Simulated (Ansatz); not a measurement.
(XSi)4Y6: binding per atom (eV) at several levels, gas phase, relaxed structures; Ansatz. Binding counts from free atoms in the multiplicity of their measured ground term, without zero-point energy. A dash marks a value that wasn't run or was left out as unsound. The structures are stationary points that may keep the symmetry of their start.

| species | state | geometry | PBE-D4/def2-SVP | PBE-D4/def2-TZVP | r2SCAN-D4/def2-TZVP | PBE0-D4/def2-SVP | PBE0-D4/def2-TZVP |
| --- | --- | --- | --- | --- | --- | --- | --- |
| (FSi)4O6 adamantane (Si4O6F4) | singlet | PBE-D4/def2-SVP | 5.70 | 5.80 | 5.74 | 5.48 | 5.62 |
| (MeSi)4O6 adamantane (C4H12O6Si4) | singlet | r2SCAN-D4/def2-SVP | 4.76 | 4.79 | 4.75 | 4.67 | 4.71 |
| (FSi)4CH26 adamantane (C6H12F4Si4) | singlet | PBE0-D4/def2-SVP | 4.57 | 4.56 | 4.51 | 4.50 | 4.50 |

Question: Estimate the column for HF/STO-3G.

Answer: (MeSi)4O6 adamantane (C4H12O6Si4) 3.68; (FSi)4CH26 adamantane (C6H12F4Si4) 3.93.
